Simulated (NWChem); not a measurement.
System: Si2H4OClF; SMILES Cl[Si@@H]([SiH2]F)O

The following NWChem deck was run.

```
start job
memory heap 200 mb stack 900 mb global 1100 mb
geometry units angstroms noautosym nocenter noautoz
  O      2.034143     0.602504    -0.058564
  Si     0.409261     0.492053     0.326851
  Cl    -0.739745     1.889158    -0.740068
  Si    -0.386144    -1.555755    -0.485875
  F      0.315530    -2.822149     0.296799
  H      2.510161     1.365013     0.317247
  H      0.173159     0.780833     1.784271
  H     -1.870786    -1.628345    -0.266069
  H     -0.078983    -1.659267    -1.952496
end
basis spherical
  * library 6-31g*
end
dft
  xc m06-2x
  iterations 150
end
cosmo
  do_cosmo_smd true
  solvent ethanol
end
task dft energy
```

Structure relaxed at the PBE-D3(BJ)/def2-SVP level. Solvent: ethanol.

Level: M06-2X/6-31G* with SMD (1 M gas to 1 M solution), gas-phase geometry. Reactions with the solvent are ignored.

Q: Predict the main results of this run. (M06-2X/6-31G* (spherical d), SMD on the gas-phase geometry.) Quantities: solvation free energy (kcal/mol); cavity-dispersion-structure term (kcal/mol); dipole in solution (D).

A: 
| Quantity | Result |
|---|---|
| solvation free energy (kcal/mol) | -7.9 |
| cavity-dispersion-structure term (kcal/mol) | -0.3 |
| dipole in solution (D) | 2.06 |
